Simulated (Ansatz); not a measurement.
Reaction (substitution at a C–B bond): `C=NBCCl` + `[SiH3][TeH]` → `[SiH3][Te]CCl` + `BN=C`

Gas-phase electronic energies from Ansatz, PBE0-D4/def2-TZVP geometries. CBS: MP2 limit from def2 TZ/QZ plus the TZ coupled-cluster correction, frozen cores. DFT in def2-TZVPP. def2 core potentials past Kr. For Te outer-core shells are correlated without core-valence functions, which leaves a few kJ/mol of doubt a bond. One conformer a species, not always the lowest.

**Question.** Is it downhill or uphill in electronic energy at CCSD(T)/CBS, and by how much? (Best estimate.)

**Answer.** Ansatz gave: Uphill: ΔE = +48.1 kJ/mol.

**Question.** What do these levels give: r2SCAN-D4, PBE0-D4, ωB97X-V, PBE0, SCS-MP2/def2-TZVPP, CCSD/def2-TZVPP, CCSD(T)/def2-TZVPP, MP2/def2-QZVPP, SCS-MP2/def2-QZVPP, HF/CBS(def2), MP2/CBS(def2), CCSD/CBS(def2)? (Best estimate.)

**Answer.** The calculation gave: r2SCAN-D4 53.5, PBE0-D4 53.7, ωB97X-V 55.0, PBE0 55.1, SCS-MP2/def2-TZVPP 47.4, CCSD/def2-TZVPP 55.5, CCSD(T)/def2-TZVPP 52.3, MP2/def2-QZVPP 44.8, SCS-MP2/def2-QZVPP 45.4, HF/CBS(def2) 63.2, MP2/CBS(def2) 43.2, CCSD/CBS(def2) 51.3 kJ/mol.

Largest T1 diagnostic among the species: 0.016.

From PBE to PBE0 (25 % exact exchange), in def2-TZVPP and without D4, ΔE moves by +6.2 kJ/mol. In def2-TZVPP, CCSD(T) changes the Hartree–Fock value by −11.5 kJ/mol (the triples alone add −3.1 kJ/mol) and MP2 by −16.5 kJ/mol.
